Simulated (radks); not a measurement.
Computed order of ionisation of copper. At each step one electron was removed from each of the four highest sub-shells of the ion before, moves of one valence electron (up to charge 6) and the configuration listed by NIST were tried, and the lowest configuration was kept. Level of theory: scalar-relativistic Kohn-Sham, PBE, spin-polarised, spherical densities, finite nucleus; Fermi nuclear charge, rms radius of each element as measured or else 0.836 A^(1/3) + 0.57 fm (a radial shooting solver on a logarithmic mesh with Libxc functionals). Open shells are filled with parallel spins first.

[
 {"species": "Cu", "lowest configuration found": "[Ar] 3d10 4s1", "NIST configuration": "same", "margin to the next tried (eV)": "1.950", "IE (eV)": "8.382", "NIST IE (eV)": "7.726", "kind": "exp."},
 {"species": "Cu+", "lowest configuration found": "[Ar] 3d10", "NIST configuration": "same", "margin to the next tried (eV)": "2.773", "IE (eV)": "21.070", "NIST IE (eV)": "20.292", "kind": "exp."},
 {"species": "Cu2+", "lowest configuration found": "[Ar] 3d9", "NIST configuration": "same", "margin to the next tried (eV)": "8.020", "IE (eV)": "38.125", "NIST IE (eV)": "36.84", "kind": "exp."},
 {"species": "Cu3+", "lowest configuration found": "[Ar] 3d8", "NIST configuration": "same", "margin to the next tried (eV)": "14.549", "IE (eV)": "58.002", "NIST IE (eV)": "57.38", "kind": "semi-emp."},
 {"species": "Cu4+", "lowest configuration found": "[Ar] 3d7", "NIST configuration": "same", "margin to the next tried (eV)": "22.081", "IE (eV)": "80.220", "NIST IE (eV)": "80", "kind": "semi-emp."},
 {"species": "Cu5+", "lowest configuration found": "[Ar] 3d6", "NIST configuration": "same", "margin to the next tried (eV)": "30.410", "IE (eV)": "104.45", "NIST IE (eV)": "103", "kind": "semi-emp."},
 {"species": "Cu6+", "lowest configuration found": "[Ar] 3d5", "NIST configuration": "same", "margin to the next tried (eV)": "48.109", "IE (eV)": "138.93", "NIST IE (eV)": "139", "kind": "semi-emp."},
 {"species": "Cu7+", "lowest configuration found": "[Ar] 3d4", "NIST configuration": "same", "margin to the next tried (eV)": "62.514", "IE (eV)": "168.15", "NIST IE (eV)": "166", "kind": "theory"},
 {"species": "Cu8+", "lowest configuration found": "[Ar] 3d3", "NIST configuration": "same", "margin to the next tried (eV)": "63.585", "IE (eV)": "199.04", "NIST IE (eV)": "198", "kind": "theory"},
 {"species": "Cu9+", "lowest configuration found": "[Ar] 3d2", "NIST configuration": "same", "margin to the next tried (eV)": "64.594", "IE (eV)": "231.49", "NIST IE (eV)": "232.2", "kind": "semi-emp."},
 {"species": "Cu10+", "lowest configuration found": "[Ar] 3d1", "NIST configuration": "same", "margin to the next tried (eV)": "65.569", "IE (eV)": "265.38", "NIST IE (eV)": "265.3", "kind": "exp."},
 {"species": "Cu11+", "lowest configuration found": "[Ar]", "NIST configuration": "same", "margin to the next tried (eV)": "66.560", "IE (eV)": "368.23", "NIST IE (eV)": "367", "kind": "semi-emp."},
 {"species": "Cu12+", "lowest configuration found": "[Ne] 3s2 3p5", "NIST configuration": "same", "margin to the next tried (eV)": "44.663", "IE (eV)": "401.88", "NIST IE (eV)": "401.0", "kind": "semi-emp."},
 {"species": "Cu13+", "lowest configuration found": "[Ne] 3s2 3p4", "NIST configuration": "same", "margin to the next tried (eV)": "44.523", "IE (eV)": "435.55", "NIST IE (eV)": "436", "kind": "semi-emp."}
]

Reference values: NIST Atomic Spectra Database (exp. = measured, semi-emp. = semi-empirical, theory = theoretical value adopted there). Open shells are spherical and high-spin; term and fine-structure splittings are not resolved.
